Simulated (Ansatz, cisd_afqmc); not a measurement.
System: GeH4, charge 0, singlet. GeH4 (germane, SMILES [GeH4]).
B3LYP-D3(BJ)/def2-TZVP minimum from Ansatz (a first-principles code):
```xyz
5

Ge     0.0000     0.0000     0.0000
H     -0.6208    -0.8994    -1.0791
H      0.5682    -0.8726     1.1290
H     -1.0772     0.9355     0.5687
H      1.1298     0.8365    -0.6186
```

Total energies in cc-pVDZ, 8 correlated electrons, 14 frozen orbitals. UHF or UKS for unpaired electrons; spin-orbit terms are left out. Correlated methods leave the cores frozen (noble-gas shells, and filled d and f shells in the p block). No relativity. AFQMC/CISD: phaseless, guided by CISD from CCSD amplitudes; bars are statistical, one sigma. Outlying blocks are dropped, and bars are widened where a walk drifts. Over all cases where full CI ran beside it in this data, AFQMC minus full CI had a median of +0.1 mEh and passed +0.4 mEh in a tenth of the cases.

| method | program | energy (Eh) | minus CCSDTQ (mEh) |
|---|---|---|---|
| HF | Ansatz | -2077.64338 | 145.38 |
| MP2 | Ansatz | -2077.75586 | 32.90 |
| CCSD | Ansatz | -2077.78576 | 3.00 |
| CCSD(T) | Ansatz | -2077.78813 | 0.63 |
| CCSDT(Q) | Ansatz | -2077.78875 | 0.01 |
| CCSDTQ | Ansatz | -2077.78876 | 0.00 |
| AFQMC/CISD | cisd_afqmc | -2077.7889 ± 0.0001 | -0.1 ± 0.1 |

Rough core times of Ansatz's runs on a shared machine: CCSD(T) under 20 s, CCSDT(Q) under 20 s, CCSDTQ 2 min.
